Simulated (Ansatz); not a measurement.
## Four-centre ligand exchange

Start structure (BH₃SF₂, closed shell), relaxed at PBE0-D4/def2-TZVP:

```xyz
7
angstrom
B -0.5783 0.2428 -0.6754
S 1.0509 0.6854 -1.3022
F -1.1702 -0.8406 -1.1361
F -1.2133 0.9667 0.2258
H 0.7090 -1.4041 1.5499
H 0.0414 -1.4383 1.8827
H 1.1604 1.7884 -0.5447
```

The step: BHSF₂ ([F][B]([F])[SH]) + H₂ → BHF₂ ([F][BH][F]) + H₂S; bonds formed: B1–H6, S2–H5; bonds broken: B1–S2, H5–H6. Program: Ansatz 0.2.0. Basis: def2-TZVPP and def2-QZVPP. Cores are frozen in the correlated methods. Extrapolation: Hartree–Fock as exp(−7.88 √X), correlation as X^−2.97. Energies below are by CCSD(T) at an estimated basis limit (MP2 extrapolated from triple and quadruple zeta, plus CCSD(T) − MP2 in triple zeta).

Question: What are the electronic barrier and the energy of the step, from the start structure to the end structure? (Judge from chemistry; the value comes from the calculation.)

Answer: By the calculation: Barrier 41.91 kcal/mol; step energy 6.98 kcal/mol (uphill); reverse barrier, their difference, 34.92 kcal/mol. Barrier and step energy count from the start structure, the reverse barrier from the end structure.

The saddle point: One imaginary mode of 1087i cm⁻¹.
```csv
pair,start (Å),saddle (Å),end (Å)
B1–H6,3.12,1.34,1.19
S2–H5,3.55,1.64,1.34
B1–S2,1.80,2.06,2.97
H5–H6,0.75,1.07,3.15
```

Zero-point energy (harmonic, PBE0-D4): ZPE is 19.36 kcal/mol at the start and 21.53 kcal/mol at the saddle, so the barrier goes from 41.91 to 44.07 kcal/mol.

No T1 diagnostic of these runs exceeds 0.013. The end structure is not quite a true minimum (one mode of 32i cm⁻¹).

Labels in which every atom is bracketed show which atoms are joined, not bond orders.

For scale, one of the runs: CCSD(T)/def2-TZVPP, 177 basis functions (an equivalent command: `ansatz run in.yaml --threads 2`). Hardware: 2 CPU threads, shared host. Wall time 52 s; peak host memory 1.7 GiB.
